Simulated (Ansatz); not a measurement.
Isolated molecules relaxed with PBE0-D4/def2-TZVP in Ansatz; ΔE leaves out vibrations. CBS: MP2 limit from def2 TZ/QZ plus the TZ coupled-cluster correction, frozen cores. DFT in def2-TZVPP. B3LYP here is the variant with VWN-RPA as its local correlation; programs differ in this. For Se outer-core shells are correlated without core-valence functions, which leaves a few kJ/mol of doubt a bond. Scalar relativity is left out up to krypton. Each species was taken in one conformer, which may not be the lowest.

`OB(S)[SiH2][SiH3]` + `B[SeH]` → `B[Se][SiH2][SiH3]` + `OBS`  (cleavage of the Si–B bond)

| level | ΔE (eV) |
| --- | --- |
| PBE-D4 | -0.63 |
| r2SCAN-D4 | -0.68 |
| B3LYP-D4 | -0.70 |
| r2SCAN | -0.69 |
| B3LYP | -0.69 |
| MP2/def2-QZVPP | -0.82 |
| HF/CBS(def2) | -0.83 |
| CCSD/CBS(def2) | -0.76 |

Question: What does CCSD(T)/CBS give? (An estimate is asked.)

Answer: Ansatz gave: -0.75 eV. The listed levels differ from it by 0.12, 0.07, 0.05, 0.06, 0.06, -0.07, -0.08, -0.01 eV.

Largest T1 diagnostic among the species: 0.014.

From PBE to PBE0 (25 % exact exchange), in def2-TZVPP and without D4, ΔE moves by −0.05 eV.
